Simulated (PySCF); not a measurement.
This script is equivalent to a calculation on Cl²⁺ (chlorine, charge +2).

```python
from pyscf import gto, scf, dft, mp, cc
import basis_set_exchange as bse
mol = gto.M(atom="Cl 0 0 0", charge=2, spin=3, symmetry="D2h",
            basis=gto.basis.parse(bse.get_basis("def2-TZVP", elements=["Cl"], fmt="nwchem", header=False)))
mf = dft.UKS(mol, xc="PBE0")
mf.irrep_nelec = {'Ag': (3, 3), 'B1u': (2, 1), 'B2u': (2, 1), 'B3u': (2, 1)}
mf.kernel()
```

Question: What total energy does it give?

Answer: -458.645 hartree (calculated).

Question: Which occupied shell lies highest, and where?

Answer: 3p α, at -34.955 eV.

Question: What is ⟨S²⟩, and what would a pure spin state give?

Answer: 3.750, against 3.75.
